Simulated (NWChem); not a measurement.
H$_{2}$SeO$_{2}$; SMILES O[Se]O

```xyz
5

Se     0.3926    -0.0102     0.0000
O     -0.7306    -0.0904     1.3936
H     -0.9998     0.8128     1.6068
O     -0.7306    -0.0904    -1.3936
H     -0.9998     0.8128    -1.6068
```
Atoms are numbered in this order, from 1.

Level: PBE0/def2-SVP (NWChem), optimised geometry, unscaled harmonic frequencies. This build's default masses of Se (78.918 u) and Br (79.917 u) are each other's, which moves their modes by up to 0.6 %.

```tsv
frequency (cm⁻¹)	IR intensity (km/mol)
270	3.3
432	69.5
509	123.2
671	114.5
696	38.0
1093	69.3
1098	33.9
3845	48.7
3845	118.4
```

```json
{
  "zero_point_energy": "17.8 kcal/mol",
  "thermal correction to the enthalpy at 298.15 K (with zero-point energy)": "21.0 kcal/mol",
  "heat capacity Cv": "12.6 cal/(mol K)",
  "entropy at 298.15 K and 1 atm (symmetry number 1)": "67.7 cal/(mol K)",
  "dipole_moment": "3.01 D"
}
```

Rigid rotor and harmonic oscillator.
